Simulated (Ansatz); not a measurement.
Reactions of `CB(O)SCO`.

Calculated with Ansatz (gas phase, PBE0-D4/def2-TZVP geometries, no zero-point term in ΔE). CCSD(T)/CBS adds triple-zeta CCSD(T) − MP2 to the extrapolated MP2 energy (def2 sets, frozen cores). This one scheme is used for every species. Triplets are unrestricted, without spin–orbit coupling. For V outer-core shells are correlated without core-valence functions, which leaves a few kJ/mol of doubt a bond. Scalar relativity is left out up to krypton. One conformer a species, not always the lowest.

```csv
reaction,HF/CBS(def2) (kJ/mol),CCSD(T)/CBS(def2) (kJ/mol)
`CB(O)SCO` + `[NH]=[V]([F])([F])[F]` → `C[N]=[V]([F])([F])[F]` + `OBSCO`,21,32
`CB(O)SCO` + H₂ → `CBO` + `OCS`,23,60
`CB(O)SCO` → `CCSB(O)O`,-174,-163
`CB(O)SCO` + H₂ → `CSB(C)O` + H₂O,-118,-107
`CB(O)SCO` + `B[SiH2][SiH3]` → `CB(O)[SiH2][SiH3]` + `BSCO`,-24,-31
`CB(O)SCO` + CH₃NH₂ → `CNB(C)O` + `OCS`,-45,-30
`CB(O)SCO` + `C[CH2][AlH2]` → `C[CH]([AlH2])CO` + `CB(O)S`,-10,-7
`CB(O)SCO` + `NC[SiH2]S` → `CB(O)CN` + `OCS[SiH2]S`,3,-2
`CB(O)SCO` + CH₃SH → `CSB(C)O` + `OCS`,3,6
`CB(O)SCO` → `[CH2]` (triplet) + `OBSCO`,325,481
```

Largest T1 diagnostic: 0.029, for `[NH]=[V]([F])([F])[F]`, so its coupled-cluster energy is less sure.
